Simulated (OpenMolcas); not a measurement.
Br⁵⁺: effect of the basis set

* Program: OpenMolcas
* Method: CASSCF
* Active space: 2 electrons in 8 orbitals (4s 4p 5s 5p)
* State averaging: 2S+1 = 3 even, 3 roots; 2S+1 = 1 even, 7 roots; 2S+1 = 3 odd, 3 roots; 2S+1 = 1 odd, 3 roots
* Spin-orbit coupling: RASSI with atomic mean-field integrals over the reference wave functions, term energies averaged over their components

A. ANO-RCC-VTZP [6s5p3d1f], DKH2, point nucleus; cost roughly 16 core-seconds
B. ANO-R2 [6s5p4d2f1g], X2C, finite nucleus; cost roughly 15 core-seconds
C. ANO-RCC-VQZP [7s6p4d2f1g], DKH2, point nucleus; cost about 20 core-seconds
D. ANO-RCC [9s8p6d4f2g], DKH2, point nucleus; cost of the order of 50 core-seconds

Energies in cm⁻¹ above 4s² ¹S₀, the measured ground level; measured values from Moore, Atomic Energy Levels, vol. II, NSRDS-NBS 35 (1971 reprint of NBS Circular 467, 1952).

```tsv
Level	A	B	C	D	Measured
4s² ¹S₀	0.0	0.0	0.0	0.0	0.0
4s 4p ³P°₀	101502	101073	101551	101528	104316
4s 4p ³P°₁	103488	103069	103497	103484	106431
4s 4p ³P°₂	107873	107488	107784	107806	111336
4s 4p ¹P°₁	162461	160961	162432	162385	151274
4p² ³P₀	243117	241973	243246	243181	244136
4p² ³P₁	245809	244708	245866	245843	247406
4p² ³P₂	249348	248246	249336	249340	253892
4p² ¹D₂	263895	262520	263905	263912
```

Deviations, from unrounded energies. A percentage is the sum of absolute deviations over the sum of measured energies, with the sign that they share, or ± where signs differ.

```csv
Against measurement,Levels,A,B,C,D
mean absolute deviation (cm-1),7,3900,4400,3900,3900
other configurations (%),7,±2.3,±2.5,±2.2,±2.3
```

A, C, D lie about equally close to measurement and B furthest from it. The largest miss of C in the table is 4s 4p ¹P°₁, by +11000 cm-1. The ranking rests on the paired levels alone, and a cruder setting can come out closer through cancelling errors.

Among A to D the level of the table that moves most is 4s 4p ¹P°₁, by 1500 cm-1 (lowest in B, highest in A).

Active for correlation alone: 5p 5s; no level in the range computed is led by a configuration that fills them, so any true level of that kind is missing. The ¹D term of p² mixes with s d, which this space lacks. Measured partners are found by configuration, term and J. A level has none where our copy of the source lacks it or the pairing is in doubt (some pairs that miss far off the trend of their configuration count as doubtful), and it then counts in no deviation. Only configurations of the active space appear. Levels that lie high or do not pair safely by name in every column are left out.

° marks odd parity.
